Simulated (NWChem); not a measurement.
Molecule: iminoborane (BNH2); SMILES N=B

Computed with NWChem. Pople sets run with spherical d functions. STO-3G and 3-21G are far too small for this property and stand as cheap habits. Geometry: optimised at PBE0-D3(BJ)/def2-TZVP. Field at 589 nm.

| level | isotropic polarisability (bohr³) | anisotropy (bohr³) |
|---|---|---|
| B3LYP/STO-3G | 7.7 | 14.5 |
| B3LYP/6-31G* | 15.7 | 16.0 |
| B3LYP/def2-SVP | 16.9 | 14.8 |
| B3LYP/def2-SVPD | 22.9 | 11.6 |
| B3LYP/aug-cc-pVDZ | 23.7 | 11.4 |
| B3LYP/def2-TZVPD | 23.9 | 11.2 |
